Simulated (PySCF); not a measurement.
Potential energy of EuCl along the bond

Set-up: PySCF, spin-free X2C with a Gaussian nucleus, basis sets Eu x2c-SVPall, Cl x2c-SVPall. Energies in eV from Eu (4f7 6s2) + Cl in their ground configurations at the same level. State: nonet, about 7.0 electrons in the 4f shell (Mulliken).

```
R (Å)  B2PLYP     PBE
2.195  -3.298  -3.806
2.297  -3.845  -4.306
2.399  -4.144  -4.573
2.475  -4.249  -4.664
2.552  -4.279  -4.684
2.629  -4.252  -4.651
2.731  -4.151  -4.547
2.858  -3.954  -4.352
3.011  -3.660  -4.065
3.216  -3.229  -3.647
```

Question: Put a parabola through the three lowest points of the B2PLYP curve and estimate Re, k and ωe (reduced mass 28.46 u; 1 eV/Å² = 0.16022 mdyn/Å; ωe = 1302.8·√(k/μ) cm⁻¹).

Answer: Through R = 2.475, 2.552, 2.629 Å the second-order coefficient is 4.81 eV/Å², so Re ≈ 2.554 Å, k ≈ 1.54 mdyn/Å and ωe ≈ 303 cm⁻¹. A polynomial fit of higher order to the unrounded B2PLYP energies gives Re = 2.550 Å, k = 1.57 mdyn/Å, ωe = 306 cm⁻¹; anharmonicity and rounding make the difference.

The higher-order fit for each curve: B2PLYP: Re = 2.550 Å, ωe = 306 cm⁻¹, De = 4.28 eV; PBE: Re = 2.539 Å, ωe = 300 cm⁻¹, De = 4.68 eV.

Correlated steps freeze 23 core orbitals. These are scalar-relativistic numbers at best; spin–orbit coupling would shift them, the dissociation energy most. B2PLYP dipoles, levels and charges come from its SCF part alone. With d or f electrons several states lie close, and the lowest PBE0 determinant need not be the measured ground state.
